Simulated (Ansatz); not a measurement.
Species, as SMILES: [SiH] (SiH), doublet.
Atoms: Si1, H2. Bonds: Si1-H2.

Basis-set convergence of the optimised Si1-H2 bond length at PBE with Ansatz (a quantum-chemistry and plane-wave program). All functions are spherical. The program fits the integrals of some runs and decomposes those of others, by size. Core-valence sets carry the plain set on hydrogen. Open shells are unrestricted. No added dispersion term, no relativity. Reference: the value in aug-cc-pV(5+d)Z, 1.5432 Å, itself unsure by roughly 0.0006 Å (its mean distance from pcseg-4, aug-pcseg-3, aug-cc-pV(Q+d)Z). Deviations are taken from unrounded values.

```
basis              functions  optimised Si1-H2 bond length (Å)  minus reference (Å)
-----------------  ---------  --------------------------------  -------------------
pcseg-1                   23                            1.5558               0.0126
def2-TZVP                 43                            1.5453               0.0021
6-311++G(3df,3pd)         65                            1.5444               0.0012
def2-TZVPPD               65                            1.5444               0.0012
cc-pCVTZ                  73                            1.5466               0.0035
aug-cc-pV(T+d)Z           78                            1.5444               0.0012
pcseg-3                   97                            1.5438               0.0007
def2-QZVPPD              109                            1.5436               0.0004
cc-pV(5+d)Z              155                            1.5432               0.0000
```

The smallest set listed that lies within 0.005 Å of the reference with all its larger relatives (same family, alike in diffuse functions; a set with none counts only in the reference's own line) is def2-TZVP (43 functions, 0.0021 Å off). Inside, with no larger relative to test it: 6-311++G(3df,3pd), cc-pCVTZ, cc-pV(5+d)Z. (Relatives not listed, tested too: def2-TZVPP 0.0018, def2-QZVP 0.0005, def2-QZVPP 0.0005, aug-cc-pV(Q+d)Z -0.0013, pcseg-4 0.0002, aug-cc-pV(5+d)Z 0.0000 Å.)
